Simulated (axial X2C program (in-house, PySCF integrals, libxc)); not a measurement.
**What spin–orbit coupling does to PdN⁺**

All values were computed with an axial X2C code built on PySCF integrals. Spin-free means the one-electron spin-free X2C Hamiltonian; two-component (2c) means X2C with spin–orbit coupling and atomic mean-field two-electron Coulomb and Gaunt terms, so the difference of the two also holds small scalar two-electron terms. Basis: Pd dyall-cv3z [12s12p8d5f3g], N dyall-av3z [7s7p3d2f] (cores contracted in-house); Gaussian nuclei, density fitting, unrestricted open shells. Masses: Pd 105.903 u, N 14.003 u.

Spin-free state: M_S = 1, Λ = 0 (beyond evenly filled blocks: π+α, π-α); fragments Pd+ + N.

| level | Re (Å) | ωe (cm⁻¹) | De (eV) | μ (D) |
| --- | --- | --- | --- | --- |
| PBE0 | 1.757 | 642.5 | 1.636 | -1.31 |
| r2SCAN | 1.751 | 716.4 | 2.108 | -1.41 |

Dipoles are positive if N is the positive end and refer to the centre of mass.

Two-component determinant lowest at the distance of the search:

Ω = 1 (⟨Sz⟩ = 1.00, ⟨Lz⟩ = 0.00 at PBE0); fragments Pd+ + N.

| level | Re (Å) | ωe (cm⁻¹) | μ (D) |
| --- | --- | --- | --- |
| PBE0 | 1.757 | 639.2 | -1.32 |
| r2SCAN | 1.751 | 714.7 | -1.41 |

Question: From the two tables, how do the constants change at the PBE0 level (2c against spin-free)?

Answer: At the PBE0 level Re is unchanged within 0.001 Å and ωe drops by 3.3 cm⁻¹.

One determinant describes the state; a PBE0 search over occupations chose it and may have missed a lower one. De is counted from the lowest determinant-based energies of the atoms at the same level, without counterpoise correction. De is not given where an atomic determinant may have missed its ground term or J level, or where the truncated virtual space spoils (T). Density functionals use the spin component along the axis (collinear). The functionals have no current-density term, which raises determinants with orbital currents, atoms included. With several unpaired electrons one determinant need not be a pure state. Open-shell Ω = 0 determinants with evenly filled partner blocks cannot be reached by this program, so the Ω shown need not be the lowest component. This is the Ω = 1 component of a π² triplet; the 0⁺ component is not one determinant and can lie lowest. The determinant is spin-polarised beyond a pure state at some levels (its spin-free form has ⟨S²⟩ too high), which makes Re and μ there less reliable.
